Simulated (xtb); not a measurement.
octasulfur (S₈), singlet, at a GFN2-xTB geometry; GFN0-xTB (xtb 6.7.1).

Here is a job for xtb.
```
$ xtb mol.xyz --gfn 0 --acc 1000 --json

# file mol.xyz
8

S      1.75411790    -1.78962887     0.07332880
S      1.52958456    -0.06385551     1.13564303
S      1.91565693     1.61650911     0.04727578
S      0.12771566     2.07563782    -0.95606029
S     -1.36295301     1.78306853     0.41879447
S     -2.36887737     0.11051203    -0.23977795
S     -1.52527058    -1.63948521     0.44497305
S     -0.06997411    -2.09275791    -0.92417688
```

### Question
What does xtb print? Leave out banner, timings and long lists.

### Answer

```
   ID    Z sym.   atoms
    1   16 S      1-8

           -------------------------------------------------
          |                Calculation Setup                |
           -------------------------------------------------

           -------------------------------------------------
          |                 G F N 0 - x T B                 |
           -------------------------------------------------

          ...................................................
          :                      SETUP                      :
          :.................................................:
          :  # basis functions                  80          :
          :  # atomic orbitals                  72          :
          :  # shells                           24          :
          :  # electrons                        48          :
          :  electronic temp.          300.0000000     K    :
          :  accuracy                 1000.0000000          :
          :  -> integral cutoff          0.2000000E+02      :
          :  -> integral neglect         0.1000000E-04      :
          ...................................................

         :::::::::::::::::::::::::::::::::::::::::::::::::::::
         ::                     SUMMARY                     ::
         :::::::::::::::::::::::::::::::::::::::::::::::::::::
         :: total energy             -26.108055329814 Eh    ::
         :: gradient norm              0.009377033393 Eh/a0 ::
         :: HOMO-LUMO gap              2.822774856654 eV    ::
         ::.................................................::
         :: H0 energy                -26.140614630644 Eh    ::
         :: repulsion energy           0.039948700146 Eh    ::
         :: electrostat energy        -0.000001298295 Eh    ::
         :: -> Gsolv                   0.000000000000 Eh    ::
         ::    -> Gsasa                0.000000000000 Eh    ::
         ::    -> Gshift               0.000000000000 Eh    ::
         :: dispersion energy         -0.007388101021 Eh    ::
         :: short-range corr.          0.000000000000 Eh    ::
         :: add. restraining           0.000000000000 Eh    ::
         :: total charge               0.000000000000 e     ::
         :::::::::::::::::::::::::::::::::::::::::::::::::::::

           -------------------------------------------------
          |                Property Printout                |
           -------------------------------------------------

    * Orbital Energies and Occupations

         #    Occupation            Energy/Eh            Energy/eV
      -------------------------------------------------------------
         1        2.0000           -0.7519704             -20.4622
       ...           ...                  ...                  ...
        12        2.0000           -0.4874503             -13.2642
        13        2.0000           -0.4855249             -13.2118
        14        2.0000           -0.4790053             -13.0344
        15        2.0000           -0.4727994             -12.8655
        16        2.0000           -0.4644300             -12.6378
        17        2.0000           -0.4366737             -11.8825
        18        2.0000           -0.4269769             -11.6186
        19        2.0000           -0.4139686             -11.2647
        20        2.0000           -0.4068728             -11.0716
        21        2.0000           -0.4014621             -10.9243
        22        2.0000           -0.3915832             -10.6555
        23        2.0000           -0.3900646             -10.6142
        24        2.0000           -0.3721814             -10.1276 (HOMO)
        25                         -0.2684463              -7.3048 (LUMO)
        26                         -0.2648898              -7.2080
        27                         -0.2602684              -7.0823
        28                         -0.2475972              -6.7375
        29                         -0.2449446              -6.6653
        30                         -0.2334666              -6.3529
        31                         -0.2332972              -6.3483
        32                         -0.2199119              -5.9841
        33                         -0.0448420              -1.2202
        34                         -0.0439501              -1.1959
        35                         -0.0376739              -1.0252
       ...                                ...                  ...
        72                          0.7211625              19.6238
      -------------------------------------------------------------
                  HL-Gap            0.1037351 Eh            2.8228 eV
             Fermi-level            0.0000000 Eh            0.0000 eV

     #   Z          covCN         q      C6AA      α(0)
     1  16 S        1.965    -0.001   138.567    19.847
     2  16 S        1.978     0.001   138.466    19.840
     3  16 S        1.965    -0.001   138.567    19.847
     4  16 S        1.979     0.001   138.478    19.841
     5  16 S        1.968    -0.001   138.571    19.847
     6  16 S        1.987     0.002   138.443    19.838
     7  16 S        1.968    -0.001   138.571    19.847
     8  16 S        1.979     0.001   138.478    19.841

 Mol. C6AA /au·bohr⁶  :       8865.117737
 Mol. C8AA /au·bohr⁸  :     434312.756074
 Mol. α(0) /au        :        158.748469

Wiberg/Mayer (AO) data.
largest (>0.10) Wiberg bond orders for each atom

 ---------------------------------------------------------------------------
     #   Z sym  total        # sym  WBO       # sym  WBO       # sym  WBO
 ---------------------------------------------------------------------------
     1  16 S    2.583 --     2 S    1.235     8 S    1.096     3 S    0.130
     2  16 S    2.696 --     3 S    1.235     1 S    1.235
     3  16 S    2.583 --     2 S    1.235     4 S    1.096     1 S    0.130
     4  16 S    2.544 --     5 S    1.224     3 S    1.096
     5  16 S    2.654 --     4 S    1.224     6 S    1.197     7 S    0.112
     6  16 S    2.613 --     7 S    1.197     5 S    1.197
     7  16 S    2.654 --     8 S    1.224     6 S    1.197     5 S    0.112
     8  16 S    2.544 --     7 S    1.224     1 S    1.096
 ---------------------------------------------------------------------------

Topologies differ in total number of bonds
Writing topology from bond orders to xtbtopo.mol

 dipole moment from electron density (au)
     X       Y       Z
  -0.0665   0.0051   0.2488  total (Debye):    0.655

           -------------------------------------------------
          | TOTAL ENERGY              -26.108055329814 Eh   |
          | GRADIENT NORM               0.009377033393 Eh/α |
          | HOMO-LUMO GAP               2.822774856654 eV   |
           -------------------------------------------------

normal termination of xtb
```
